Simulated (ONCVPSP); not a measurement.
## What the settings do to the ONCV potential of niobium

Base potential:

```
Element                 : Nb (Z = 41)
Generator               : ONCVPSP 4.0.1
Type                    : optimised norm-conserving Vanderbilt (ONCV)
Functional              : LDA (Perdew-Zunger)
Relativity              : scalar-relativistic
Frozen core             : [Ar] 3d10
Valence charge          : 13
Reference configuration : 4s2 4p6 4d4 5s1
Partial waves           : 4s+5s: rc 2.25 bohr, ncon 3, nbas 7, qcut 4.4 1/bohr, 3 projectors, debl 1.2 Ha; 4p: rc 1.75 bohr, ncon 5, nbas 9, qcut 7.3 1/bohr, 2 projectors, debl 3.2 Ha; 4d: rc 2.85 bohr, ncon 5, nbas 9, qcut 5.3 1/bohr, 2 projectors, debl 3.2 Ha
Local potential         : polynomial inside 1.50 bohr (lpopt 3, dvloc0 0 Ha)
Core correction         : none
```

Cutoffs, loose and tight: the cutoffs (Ha) at which the residual kinetic energy of the hardest occupied pseudo-wave falls to 1 and 0.1 mHa per electron. They do not see the model core or the augmentation charge, which bear on the density cutoff. Test errors are all-electron minus pseudo excitation energies from the reference, over the configurations 4s2 4p6 4d4 5s0; 4s2 4p6 4d3 5s0; 4s2 4p6 4d2 5s0; 4s2 4p6 4d3 5s1. A dash means not determined; rows that change the core or the reference have their own tests. The largest error is taken over the tests solved by every variant that gives reliable tests at all: 4s2 4p6 4d3 5s0; 4s2 4p6 4d3 5s1; 4s2 4p6 4d4 5s0.

| change | outcome | cutoff, loose | cutoff, tight | bound ghosts | GHOST(+) flags above zero | largest test error (meV) |
| --- | --- | --- | --- | --- | --- | --- |
| base | generated | 19 Ha | 24 Ha | none | none | +10.0 |
| s: qcut 4.9; p: qcut 8.2; d: qcut 5.9 | generated | 23 Ha | 28 Ha | none | none | +7.2 |
| s: rc 2.4 | generated | 19 Ha | 24 Ha | none | none | +10 |
| local potential polynomial inside 1.75 bohr (lpopt 3, dvloc0 4 Ha) | generated | 19 Ha | 24 Ha | none | none | +8.3 |
| s: debl 1.65 | generated | 19 Ha | 24 Ha | none | none | +10.0 |

Q: What comes out with this change to the base: all radii scaled by about 0.93 (s 2.10, p 1.62, d 2.64 bohr); local potential polynomial inside 1.40 bohr (lpopt 3, dvloc0 0 Ha)?

A: outcome: generated; cutoff, loose: 21 Ha; cutoff, tight: 28 Ha; bound ghosts: none; GHOST(+) flags above zero: none; largest test error (meV): +4.7.

Q: What comes out with this change to the base: core [Kr], valence charge 5; reference 4d4; waves now s scattering state at 0.03 Ha: rc 1.95 bohr, ncon 4, nbas 8, qcut 4.2 1/bohr, 3 projectors, debl 1.1 Ha; p scattering state at 0.39 Ha: rc 2.10 bohr, ncon 5, nbas 8, qcut 3.8 1/bohr, 2 projectors, debl 3.2 Ha; 4d: rc 2.40 bohr, ncon 4, nbas 9, qcut 5.6 1/bohr, 2 projectors, debl 1.3 Ha; local potential polynomial inside 1.45 bohr (lpopt 3, dvloc0 2 Ha)?

A: outcome: failed: optimize: ERROR ps0norm > uunorm, code will stop. Cause: the continuity conditions at rc already need more norm inside rc than the all-electron wave has, so norm conservation cannot be met.
